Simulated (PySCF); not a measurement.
## Solvent effects on NMR parameters

Geometry (Å), atoms numbered from 1 in this order:
```xyz
17

C     2.0667   -0.2961   -0.3441
C     1.8027    1.0685   -0.4856
C     0.4888    1.5383   -0.5246
C    -0.5493    0.6177   -0.4251
C    -0.2867   -0.7433   -0.2836
C     1.0210   -1.2150   -0.2393
C    -1.5986   -1.4645   -0.1802
O    -2.5811   -0.4914   -0.4576
C    -2.0376    0.8093   -0.4175
H     3.1012   -0.6466   -0.3175
H     2.6330    1.7738   -0.5686
H     0.2861    2.6068   -0.6346
H     1.2319   -2.2818   -0.1277
H    -1.7386   -1.8961    0.8325
H    -1.6928   -2.2935   -0.9039
H    -2.3660    1.3515    0.4934
H    -2.4022    1.3832   -1.2878
```

GIAO PBE0/pcSseg-1 in PySCF on one PBE0-D3(BJ)/def2-SVP conformer, non-relativistic, equivalent nuclei averaged. Solvents enter as an IEF-PCM continuum (chloroform with ε = 4.7, methanol with ε = 32.6) around the gas-phase geometry. Shifts are referred to TMS computed in the same medium.

Gas phase, δ in ppm: C4/C5 145.5, C1/C2 132.7, C3/C6 126.1, C7/C9 76.4, H10/H11 7.38, H12/H13 7.33, H14/H15/H16/H17 5.18. Dipole moment 1.47 D.

(1) How does each δ change in the continuum?

(2) Which of the listed nuclei move most (in ppm), and what does the model miss? (N and O are left out, as their reference compounds move with the solvent too.)

## Answers

(1) 
| atoms | environment | Δδ, chloroform | Δδ, methanol |
| --- | --- | --- | --- |
| C4/C5 | substituted aromatic carbon | +0.4 | +0.6 |
| C1/C2 | aromatic CH | +1.1 | +1.5 |
| C3/C6 | aromatic CH | +1.2 | +1.7 |
| C7/C9 | sp3 CH2 bonded to O, on an aromatic ring | +1.2 | +1.5 |
| H10/H11 | hydrogen on an aromatic CH | +0.16 | +0.22 |
| H12/H13 | hydrogen on an aromatic CH | +0.17 | +0.25 |
| H14/H15/H16/H17 | hydrogen on an sp3 CH2 bonded to O, on an aromatic ring | +0.15 | +0.18 |

Changes are relative to the gas phase. The dipole moment becomes 1.71 D in chloroform, 1.80 D in methanol.

(2) C3/C6 (aromatic CH, +1.7 ppm) in methanol. A continuum only polarises the solute; specific hydrogen bonds, the anisotropy of aromatic solvents and changes of geometry or conformer are outside it.
